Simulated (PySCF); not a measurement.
Atoms are numbered as in `[CH2:1]=[N:2][SiH2:3][c:4]1[cH:5][cH:6][cH:7][c:8]([F:9])[cH:10]1`. Hydrogens are named by the atom that carries them. Ha(C1) is cis to Si3; Hb(C1) is trans to Si3.

Computational details: σ from GIAO-PBE0/pcSseg-1, PBE0-D3(BJ)/def2-SVP structure, in PySCF (non-relativistic, a single conformation, gas phase, equivalent nuclei averaged).

Shifts are taken against calculated references (same method and geometry level): ¹³C, ¹H, ²⁹Si vs TMS; NH3 for ¹⁵N; ¹⁹F against CFCl3.

```
 atoms  nucleus  count  Hirshfeld charge  δ (ppm)
   Si3     ²⁹Si      1              0.36        ?
Ha(C1)       ¹H      1              0.04     8.77
 H(C5)       ¹H      1              0.04     7.94
    C6      ¹³C      1             -0.04    135.5
 H(C6)       ¹H      1              0.06        ?
 H(C7)       ¹H      1              0.06     7.17
    F9      ¹⁹F      1             -0.08   -111.7
   C10      ¹³C      1             -0.07    125.3
    C1      ¹³C      1              0.03    176.9
H(C10)       ¹H      1              0.05     7.30
    C5      ¹³C      1             -0.05    136.5
    C8      ¹³C      1              0.09        ?
Hb(C1)       ¹H      1              0.05        ?
H(Si3)       ¹H      2             -0.08     5.36
    C7      ¹³C      1             -0.06        ?
    C4      ¹³C      1             -0.09    139.0
    N2      ¹⁵N      1             -0.23    421.1
```

Problem. Estimate the values marked ?.

Solution. 
- C8: 169.9 ppm, aromatic carbon bearing fluorine; σ withdrawal by the attached heteroatom moves it downfield of the ring CH carbons
- C7: 122.6 ppm, aromatic CH
- Hb(C1): 8.76 ppm, hydrogen on a C=N carbon
- H(C6): 7.50 ppm, hydrogen on an aromatic CH; ring-current deshielding
- Si3: -27.7 ppm, silicon bonded to C, N, 2 H

Shifts are as computed. Against solution values, carbons near 30 ppm lie about +2 ppm off and those near 130 ppm about +5 ppm. Of 1211 compounds with measured shifts, 218 miss one by over three times the rms of a fit or turn the order of signals round; such compounds aren't used in these exercises. Unscaled 19F shifts against computed CFCl3 carry errors that often reach 10 to 50 ppm. Experimental scales use liquid or dissolved standards, which lie at an offset from isolated NH3 (liquid NH3: subtract about 20 ppm). Unscaled 15N shifts of sp2 nitrogen come out 20 to 40 ppm too high even then.
